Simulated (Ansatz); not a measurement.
Computed with Ansatz on PBE0-D4/def2-TZVP structures; ΔE is electronic, products minus reactants. CCSD(T)/CBS adds triple-zeta CCSD(T) − MP2 to the extrapolated MP2 energy (def2 sets, frozen cores). DFT in def2-TZVPP. def2 core potentials past Kr. For In outer-core shells are correlated without core-valence functions, which leaves a few kJ/mol of doubt a bond. One conformer a species, not always the lowest.

Consider the substitution at a C–In bond: `C[CH2][In]([SH])[N](C)C` + `NCF` → `CCNCF` + `C[N](C)[InH][SH]`.

```tsv
level	ΔE (kJ/mol)	difference from CCSD(T)/CBS
PBE0-D4	34.3	-7.4
ωB97M-V	32.6	-9.1
r2SCAN	33.5	-8.2
HF/def2-TZVPP	23.1	-18.6
MP2/def2-TZVPP	46.8	5.1
SCS-MP2/def2-TZVPP	41.6	-0.1
HF/def2-QZVPP	23.0	-18.7
MP2/def2-QZVPP	48.4	6.7
HF/CBS(def2)	23.0	-18.7
MP2/CBS(def2)	49.6	7.9
CCSD(T)/CBS	41.7	0
```

Largest T1 diagnostic among the species: 0.015.

In def2-TZVPP, CCSD(T) changes the Hartree–Fock value by +15.7 kJ/mol (the triples alone add +2.0 kJ/mol) and MP2 by +23.7 kJ/mol.
